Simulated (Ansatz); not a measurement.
Stepwise reaction of `[Cl][Al]([Br])[Br]` with hydrogen chloride, as a gas-phase model of exchange steps in deposition or etching. ΔE in kJ/mol; ΔG adds harmonic PBE0-D4 terms to CCSD(T)/CBS, at 1 bar.

Isolated molecules relaxed with PBE0-D4/def2-TZVP in Ansatz; ΔE leaves out vibrations. CCSD(T)/CBS adds triple-zeta CCSD(T) − MP2 to the extrapolated MP2 energy (def2 sets, frozen cores). This one scheme is used for every species. Functionals use def2-TZVPP. B3LYP here is the variant with VWN-RPA as its local correlation; programs differ in this. For Br outer-core shells are correlated without core-valence functions, which leaves a few kJ/mol of doubt a bond. Scalar relativity is left out up to krypton.

| step | reaction | PBE-D4 | B3LYP-D4 | ωB97M-V | CCSD(T)/CBS | ΔG(600 K) |
| --- | --- | --- | --- | --- | --- | --- |
| 1 | `[Cl][Al]([Br])[Br]` + HCl → `[Cl][Al]([Cl])[Br]` + HBr | 0.0 | -1.7 | -1.2 | 1.5 | 0.1 |

Question: Give the row of step 2, `[Cl][Al]([Cl])[Br]` + HCl → `[Cl][Al]([Cl])[Cl]` + HBr. (Estimate.)

Answer: Computed: 
| step | reaction | PBE-D4 | B3LYP-D4 | ωB97M-V | CCSD(T)/CBS | ΔG(600 K) |
| --- | --- | --- | --- | --- | --- | --- |
| 2 | `[Cl][Al]([Cl])[Br]` + HCl → `[Cl][Al]([Cl])[Cl]` + HBr | -0.2 | -2.0 | -1.3 | 1.4 | 5.5 |

Question: By hand: ΔE of the 2 steps together at CCSD(T)/CBS.

Answer: (1.5) + (1.4) = 2.9 kJ/mol, or 1.4 kJ/mol a step.

In ΔE the steps differ by no more than 0.1 kJ/mol. ΔG lies between 0.1 and 5.5 kJ/mol a step. PBE-D4 differs from CCSD(T)/CBS by -1.6 to -1.5 kJ/mol a step. Isolated molecules leave out the surface, adducts and barriers. Largest T1 diagnostic: 0.008.
